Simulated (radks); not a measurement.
All-electron atom: the nitrogen ion N2+ in [He] 2s1 2p2 (not the ground configuration). All-electron calculation, scalar-relativistic Kohn-Sham, SCAN, spin-polarised, spherical densities, finite nucleus; open shells are filled with parallel spins first; meta-GGA in the generalised Kohn-Sham scheme; Fermi nuclear charge, rms radius 2.5582 fm. Program: a radial shooting solver on a logarithmic mesh with Libxc functionals.

Radial electron density D(r) = 4 pi r^2 rho(r):

| r (bohr) | D(r) (e/bohr) | spin D(r) |
|---|---|---|
| 0.009744 | 0.2136 | 0.00680 |
| 0.0119 | 0.3090 | 0.00983 |
| 0.01454 | 0.4440 | 0.0141 |
| 0.01775 | 0.6330 | 0.0201 |
| 0.02169 | 0.8934 | 0.0284 |
| 0.02649 | 1.246 | 0.0395 |
| 0.03261 | 1.733 | 0.0548 |
| 0.03983 | 2.337 | 0.0738 |
| 0.04865 | 3.083 | 0.0969 |
| 0.05942 | 3.960 | 0.124 |
| 0.07258 | 4.923 | 0.153 |
| 0.08864 | 5.886 | 0.181 |
| 0.1083 | 6.710 | 0.205 |
| 0.1333 | 7.237 | 0.222 |
| 0.1628 | 7.256 | 0.231 |
| 0.1989 | 6.711 | 0.244 |
| 0.2429 | 5.664 | 0.285 |
| 0.2967 | 4.352 | 0.397 |
| 0.3624 | 3.140 | 0.633 |
| 0.4426 | 2.357 | 1.03 |
| 0.5449 | 2.137 | 1.59 |
| 0.6656 | 2.339 | 2.16 |
| 0.8129 | 2.595 | 2.55 |
| 0.9929 | 2.565 | 2.56 |
| 1.213 | 2.130 | 2.13 |
| 1.481 | 1.432 | 1.43 |
| 1.809 | 0.7516 | 0.752 |
| 2.228 | 0.2824 | 0.282 |
| 2.721 | 0.07779 | 0.0778 |
| 3.323 | 0.01435 | 0.0144 |
| 4.059 | 0.001658 | 0.00166 |

D(r) has 2 maxima, at r = 0.149, 0.888 bohr, and minima at 0.532 bohr, inside which lie 2.21 electrons.
